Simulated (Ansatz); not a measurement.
Ansatz (an electronic-structure program) input file for TiFH3, SMILES [F][TiH3], multiplicity 1, PBE-D3(BJ)/def2-TZVP. 

Ansatz 0.2 input:
```yaml
crystal:
  periodic: [false, false, false]
  atoms:
    - {symbol: Ti, position_ang: [0.00000000, -0.00000000, -0.40939802]}
    - {symbol: F, position_ang: [0.00000000, 0.00000000, 1.32178472]}
    - {symbol: H, position_ang: [-1.38305375, -0.79850646, -0.96310204]}
    - {symbol: H, position_ang: [1.38305375, -0.79850646, -0.96310205]}
    - {symbol: H, position_ang: [-0.00000000, 1.59701291, -0.96310204]}
basis:
  gaussian:
    orbitals: def2-TZVP
hamiltonian:
  xc: pbe
  dispersion: d3bj
relax: {f_tol: 0.002, max_steps: 200}
```

Program output:

```
WARN ansatz: RAYON_NUM_THREADS=1 ignored (pool sized by the plan → 1); use --threads N
Functional definition: PBE
integrals: 0.03 GiB planned
701 factors; their error is unknown
mean field: 0.21 GiB planned
mean field evaluation 1: about -25871.4863 eV, gradient 3.3e1 eV
mean field evaluation 2: about -25865.6028 eV, gradient 7.0e1 eV
mean field evaluation 4: about -25872.9924 eV, gradient 1.4e1 eV
mean field evaluation 8: about -25873.3505 eV, gradient 1.3e-1 eV
mean field evaluation 16: about -25873.3505 eV, gradient 4.9e-6 eV
mean field -25873.35053928 eV, -950.8280947315 hartree, gradient 4.9e-6 eV, S^2 0.000000; 0 other end points of the search recorded, 0 dependent functions left out
the calculation of the forces begins
reference -25873.35058659 eV, -950.8280964701 hartree; 17, 17 occupied and 77, 77 virtual orbitals, 701 factors
relax step   1: F+E_penalty+E_count = -25873.40544768 eV  Δ(F+E_penalty+E_count) = +0.000e0 eV  max|allowed force component| = 3.957e-1 eV/Å  Δτ_max = 0.0000 Å  (28 SCF iters, accepted)
these checks for a lower state are left out or cut short: starts, cluster_reference, orbital_swaps, neighbouring_geometries, increment
integrals: 0.03 GiB planned
701 factors; their error is unknown
mean field: 0.21 GiB planned
mean field -25873.36047106 eV, -950.8284597178 hartree, gradient 2.1e-5 eV, S^2 0.000000; 0 other end points of the search recorded, 0 dependent functions left out
the calculation of the forces begins
reference -25873.36051805 eV, -950.8284614448 hartree; 17, 17 occupied and 77, 77 virtual orbitals, 701 factors
relax step   2: F+E_penalty+E_count = -25873.41519655 eV  Δ(F+E_penalty+E_count) = -9.749e-3 eV  max|allowed force component| = 1.326e-1 eV/Å  Δτ_max = 0.0339 Å  (31 SCF iters, accepted)
these checks for a lower state are left out or cut short: starts, cluster_reference, orbital_swaps, neighbouring_geometries, increment
integrals: 0.03 GiB planned
701 factors; their error is unknown
mean field: 0.21 GiB planned
mean field evaluation 32: about -25873.3608 eV, gradient 1.6e-5 eV
mean field -25873.36079179 eV, -950.8284715044 hartree, gradient 1.6e-5 eV, S^2 0.000000; 0 other end points of the search recorded, 0 dependent functions left out
the calculation of the forces begins
reference -25873.36083878 eV, -950.8284732314 hartree; 17, 17 occupied and 77, 77 virtual orbitals, 701 factors
relax step   3: F+E_penalty+E_count = -25873.41553934 eV  Δ(F+E_penalty+E_count) = -3.428e-4 eV  max|allowed force component| = 3.726e-2 eV/Å  Δτ_max = 0.0029 Å  (24 SCF iters, accepted)
these checks for a lower state are left out or cut short: starts, cluster_reference, orbital_swaps, neighbouring_geometries, increment
integrals: 0.03 GiB planned
701 factors; their error is unknown
mean field: 0.21 GiB planned
mean field -25873.36082292 eV, -950.8284726483 hartree, gradient 1.0e-5 eV, S^2 0.000000; 0 other end points of the search recorded, 0 dependent functions left out
the calculation of the forces begins
reference -25873.36086991 eV, -950.8284743753 hartree; 17, 17 occupied and 77, 77 virtual orbitals, 701 factors
relax step   4: F+E_penalty+E_count = -25873.41556761 eV  Δ(F+E_penalty+E_count) = -2.827e-5 eV  max|allowed force component| = 5.160e-3 eV/Å  Δτ_max = 0.0016 Å  (25 SCF iters, accepted)
these checks for a lower state are left out or cut short: starts, cluster_reference, orbital_swaps, neighbouring_geometries, increment
integrals: 0.03 GiB planned
701 factors; their error is unknown
mean field: 0.21 GiB planned
mean field -25873.36082525 eV, -950.8284727341 hartree, gradient 4.5e-5 eV, S^2 0.000000; 0 other end points of the search recorded, 0 dependent functions left out
the calculation of the forces begins
reference -25873.36087225 eV, -950.8284744612 hartree; 17, 17 occupied and 77, 77 virtual orbitals, 701 factors
relax step   5: F+E_penalty+E_count = -25873.41556844 eV  Δ(F+E_penalty+E_count) = -8.282e-7 eV  max|allowed force component| = 5.524e-5 eV/Å  Δτ_max = 0.0004 Å  (21 SCF iters, accepted)
integrals: 0.03 GiB planned
701 factors; their error is unknown
mean field: 0.21 GiB planned
mean field -25873.36082525 eV, -950.8284727341 hartree, gradient 4.5e-5 eV, S^2 0.000000; 1 other end points of the search recorded, 0 dependent functions left out
the calculation of the forces begins
reference -25873.36087225 eV, -950.8284744612 hartree; 17, 17 occupied and 77, 77 virtual orbitals, 701 factors
Total energy: -25873.41561543 eV, -950.8304862362 hartree
Atom 0 at    -0.000000     0.000005    -0.430111 Å, force     0.000000     0.000003     0.000045 eV/Å
Atom 1 at     0.000000    -0.000007     1.311643 Å, force    -0.000000    -0.000001     0.000032 eV/Å
Atom 2 at    -1.407808    -0.812802    -0.952814 Å, force    -0.000049    -0.000028    -0.000026 eV/Å
Atom 3 at     1.407808    -0.812802    -0.952814 Å, force     0.000049    -0.000028    -0.000026 eV/Å
Atom 4 at    -0.000000     1.625605    -0.952823 Å, force    -0.000000     0.000055    -0.000026 eV/Å
Dipole moment:    -0.000000     0.000006    -0.139457 e Å
```

The run converged.
